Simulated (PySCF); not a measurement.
MgO, SMILES [Mg]=[O].

Geometry optimised at r2SCAN-D4/def2-TZVPD.

Computed with TDA-M06-2X/def2-TZVPD (PySCF).

Vertical excitations; the highest root listed may be one member of a degenerate set.  State labels are in the subgroup C2v.

| state | symmetry | energy (eV) | λ (nm) | f | main pairs |
|---|---|---|---|---|---|
| S1 | B1 | 0.62 | 1997 | 0.002 | HOMO−1→LUMO (degenerate set) |
| S2 | B2 | 0.62 | 1997 | 0.002 | HOMO→LUMO (degenerate set) |
| S3 | A1 | 3.45 | 360 | 0.175 | HOMO−2→LUMO 62 %, HOMO→LUMO+2 15 %, HOMO−1→LUMO+1 15 % |
| S4 | A2 | 4.54 | 273 | 0.000 | HOMO−1→LUMO+2 45 %, HOMO→LUMO+1 45 % |
| S5 | A2 | 4.68 | 265 | 0.000 | HOMO→LUMO+1, HOMO−1→LUMO+2 (degenerate set) |
| S6 | A1 | 4.68 | 265 | 0.000 | HOMO−1→LUMO+1, HOMO→LUMO+2 (degenerate set) |
| S7 | B2 | 5.51 | 225 | 0.121 | HOMO−2→LUMO+2 (degenerate set) |
| S8 | B1 | 5.51 | 225 | 0.121 | HOMO−2→LUMO+1 (degenerate set) |
| S9 | B1 | 5.91 | 210 | 0.103 | HOMO−1→LUMO+3, HOMO−1→LUMO+4 (degenerate set) |
| S10 | B2 | 5.91 | 210 | 0.103 | HOMO→LUMO+3, HOMO→LUMO+4 (degenerate set) |
| T1 | B1 | 0.13 | 9868 | 0 | HOMO−1→LUMO (degenerate set) |
| T2 | B2 | 0.13 | 9868 | 0 | HOMO→LUMO (degenerate set) |
| T3 | A1 | 0.40 | 3133 | 0 | HOMO−2→LUMO 94 % |
| T4 | A1 | 4.28 | 290 | 0 | HOMO→LUMO+2 41 %, HOMO−1→LUMO+1 41 % |
Triplets are in the Tamm–Dancoff approximation.
